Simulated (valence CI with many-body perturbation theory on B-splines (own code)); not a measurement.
How close is CI+MBPT for Co VII?

Method: valence CI with perturbative core correlation (CI+MBPT): three valence electrons over a frozen Dirac-Fock core [Ar], radial functions for each j: 9 s, 9 p, 10 d, 8 f, 5 g, 3 h, 1 i, with the one-electron correlation potential Σ1, the two-electron term Σ2, the three-electron term Σ3, Breit, model QED; selected CI, second order for the rest, scaled by the run's own slope (own B-spline code, finite nucleus).

Against 6 measured levels this calculation errs by 282 cm⁻¹ on average and by 613 at most. These come from a selection out of Sugar and Corliss, J. Phys. Chem. Ref. Data 10, 1097 (1981). Levels without a partner in it may be off by more, other configurations by 1,000 to 8,000 cm⁻¹. The list stops below the first excitations out of the core. Only levels of the ground parity were solved; by the run's estimate the other parity begins above the list, which can be wrong where configurations are misplaced.

Measured levels: Sugar and Corliss, J. Phys. Chem. Ref. Data 10, 1097 (1981). Pairs share parity and J, and are chosen by configuration, term and nearness in energy; levels without a clear partner are left out. Some J values that the scan of the source had lost were assigned by a fit. Energies in cm⁻¹ above the measured ground level. The last column is blank where CI alone has no clear partner.

```json
{"Computed label": "3d³ ⁴F_3/2", "Label in the source": "3d3 4F", "Measured": "0", "Computed": "0.0", "Difference": "0", "CI alone, difference": "0"}
{"Computed label": "3d³ ⁴F_5/2", "Label in the source": "3d3 4F", "Measured": "698", "Computed": "701.6", "Difference": "+4", "CI alone, difference": "-4"}
{"Computed label": "3d³ ⁴F_7/2", "Label in the source": "3d3 4F", "Measured": "1610", "Computed": "1622.7", "Difference": "+13", "CI alone, difference": "+13"}
{"Computed label": "3d³ ⁴F_9/2", "Label in the source": "3d3 4F", "Measured": "2723", "Computed": "2719.4", "Difference": "-4", "CI alone, difference": "+28"}
{"Computed label": "3d³ ⁴P_1/2", "Label in the source": "3d3 4P", "Measured": "21096", "Computed": "21608.9", "Difference": "+513", "CI alone, difference": "+1893"}
{"Computed label": "3d³ ⁴P_3/2", "Label in the source": "3d3 4P", "Measured": "21304", "Computed": "21847.5", "Difference": "+543", "CI alone, difference": "+1887"}
{"Computed label": "3d³ ⁴P_5/2", "Label in the source": "3d3 4P", "Measured": "22187", "Computed": "22799.8", "Difference": "+613", "CI alone, difference": "+1961"}
```

Over 6 excited levels the mean absolute difference is 282 cm⁻¹, the median 263 and the largest 613. For the 6 levels that pair on every rung the mean is CI alone 964, + Σ1 1166, + Σ2 446, + Σ3 456, + Breit 279, + QED 282. The comparison draws on a selection of the measured levels: 7 of the 23 computed ones have a partner in it, and others may be off by more.
